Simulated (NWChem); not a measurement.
All runs are NWChem calculations. System: CHF, charge 0, spin multiplicity 1, at a geometry optimised with B3LYP/def2-SVP. The structure started from a generated list of species. Level: HF/Sadlej pVTZ.

Job file:

```
start mol
memory heap 200 mb stack 900 mb global 1100 mb
geometry units angstroms nocenter noautoz
  C      0.560614    -0.452685     0.000000
  F     -0.526559     0.264219     0.000000
  H      1.375343     0.338134     0.000000
  symmetry group Cs
end
basis spherical
  * library sadlej_pvtz
end
dft
  xc hfexch
  semidirect memsize 60000000 filesize 0
  iterations 100
end
property
  dipole
  response 1 0.0428
end
task dft property
```

NWChem printed:

```
             Northwest Computational Chemistry Package (NWChem) 7.3.0
             --------------------------------------------------------

                                NWChem Input Module
                                -------------------

 Scaling coordinates for geometry "geometry" by  1.889725989
 (inverse scale =  0.529177249)

 Turning off AUTOSYM since
 SYMMETRY directive was detected!

                             Geometry "geometry" -> ""
                             -------------------------

 Output coordinates in angstroms (scale by  1.889725989 to convert to a.u.)

  No.       Tag          Charge          X              Y              Z
 ---- ---------------- ---------- -------------- -------------- --------------
    1 C                    6.0000     0.56061400    -0.45268500     0.00000000
    2 F                    9.0000    -0.52655900     0.26421900     0.00000000
    3 H                    1.0000     1.37534300     0.33813400     0.00000000

 Effective nuclear repulsion energy (a.u.)      27.2415741339

            Nuclear Dipole moment (a.u.)
            ----------------------------
        X                 Y               Z
 ---------------- ---------------- ----------------
    -0.0000075589    -0.0000094486     0.0000000000

      Symmetry information
      --------------------

 Group name             Cs
 Group number              2
 Group order               2
 No. of unique centers     3

      Symmetry unique atoms

     1    2    3


 Summary of "ao basis" -> "" (spherical)
 ------------------------------------------------------------------------------
       Tag                 Description            Shells   Functions and Types
 ---------------- ------------------------------  ------  ---------------------
 *                        sadlej_pvtz                 on all atoms

  xc_inp: hfexch multiplicative factor not found.
                              NWChem Property Module
                              ----------------------

                                 NWChem DFT Module
                                 -----------------

[...]
     2   0 0 2     -7.651923     -3.825962     -3.825962      0.000000

 *** CALLING NEW AORESP DRIVER FOR CLOSED AND OPEN SHELLS ***
 Entering AOResponse driver routine

--------------------------------------------------------------------------------

          ****************
          *** RESPONSE ***
          ****************

 Response module for NWChem and dynamic CPKS solver

          -----------------------------------------------
          Solving response equations for perturbing field
          -----------------------------------------------

 number of frequencies:     1
 frequency in a.u.:  0.4280000E-01
 Perturbing field: electric
 Using El. Dipole Length Gauge

 Setting up CPKS with frequency omega =      0.04280000 a.u.

                            NWChem Dynamic CPHF Module
                            --------------------------

    scftype = RHF
    nclosed =    8
      nopen =    0
  variables =      784
  num. vecs =        3
  tolerance =   1.0D-04
  max. iter =   50

 SCF residual:    1.8413498416887616E-004

Iterative solution of linear equations
  No. of variables      784
  No. of equations        3
  Maximum subspace       30
       Convergence  1.0D-04

 ga_lkain filestub:cphf_sol
 ga_lkain filesoln:./mol.cphf_sol

   iter   nsub   residual    time
   ----  ------  --------  ---------
     1      3    9.67D-01       5.7
     2      6    7.08D-01       8.7
     3      9    2.91D-01      12.1
     4     12    1.93D-01      16.0
     5     15    1.60D-01      18.9
     6     18    6.31D-02      21.9
     7     21    2.49D-02      24.9
     8     24    6.36D-03      27.8
     9     27    1.08D-03      30.6
    10     30    3.09D-04      33.4
    11     30    5.86D-05      36.3

 Electric Dipole Response Matrix (nonzero elements):

              1        2        3
    1   16.5375   0.8923  -0.0000
    2    0.8923  14.9240  -0.0000
    3    0.0000  -0.0000  14.2420

 ------------------------------------------
 average:        15.23452 + I       0.00000

 DFT Linear Response polarizability / au
 Frequency  =       0.0428000 / au
 Wavelength =    1064.5643224 / nm
              X              Y              Z
 -----------------------------------------------
 X      16.5375134      0.8923034     -0.0000000
 Y       0.8923034     14.9240065     -0.0000000
 Z       0.0000000     -0.0000000     14.2420413
 -----------------------------------------------
 Eigenvalues =      16.9336965     14.5278233     14.2420413
 Isotropic   =      15.2345204
 Anisotropic =       2.5607523
 -----------------------------------------------

 Magnetic Dipole Response Matrix (nonzero elements):
 Optical rotation tensor Beta

              1        2        3
    1    0.0000   0.0000  10.7268
    2    0.0000   0.0000   9.5315
    3  -93.4148  12.9783  -0.0000

 ------------------------------------------
 average:        -0.00000 + I       0.00000

 Exiting AOResponse driver routine

          -------------
          Dipole Moment
          -------------

 Center of charge (in au) is the expansion point
         X =      -0.0000005 Y =      -0.0000006 Z =       0.0000000

   Dipole moment        0.6091673672 A.U.
             DMX        0.3647570848 DMXEFC        0.0000000000
             DMY        0.4878905105 DMYEFC        0.0000000000
             DMZ        0.0000000000 DMZEFC        0.0000000000
   -EFC- dipole         0.0000000000 A.U.
   Total dipole         0.6091673672 A.U.

   Dipole moment        1.5483607072 Debye(s)
             DMX        0.9271270397 DMXEFC        0.0000000000
             DMY        1.2401033553 DMYEFC        0.0000000000
             DMZ        0.0000000000 DMZEFC        0.0000000000
   -EFC- dipole         0.0000000000 DEBYE(S)
   Total dipole         1.5483607072 DEBYE(S)

 1 a.u. = 2.541766 Debyes

 Task  times  cpu:       36.3s     wall:       36.3s

 Total times  cpu:       36.3s     wall:       36.3s
```
